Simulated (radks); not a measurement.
Values are calculated unless marked as measured or tabulated.
Question: P3+, 12 electrons, occupied as [Ne] 3s1 7p1 (not the ground configuration). Code: a radial shooting solver on a logarithmic mesh with Libxc functionals. Model: non-relativistic Kohn-Sham, PBEsol, spin-polarised, spherical densities, point nucleus; open shells are filled with parallel spins first. Some entries of the table are withheld. Estimate them.

orbital,occ.,eigenvalue (eV),<1/r> (bohr^-1)
1s up,1,-2129.792,(1)
1s down,1,-2129.538,(2)
2s up,1,-226.1941,2.814
2s down,1,-225.8103,2.817
2p up,3,-178.0881,2.719
2p down,3,-177.7021,2.722
3s up,1,-56.9052,0.8655
7p up,1,(3),0.1003

Answer: 
(1) 1s up <1/r> (bohr^-1): 14.55
(2) 1s down <1/r> (bohr^-1): 14.55
(3) 7p up eigenvalue (eV): -5.2088
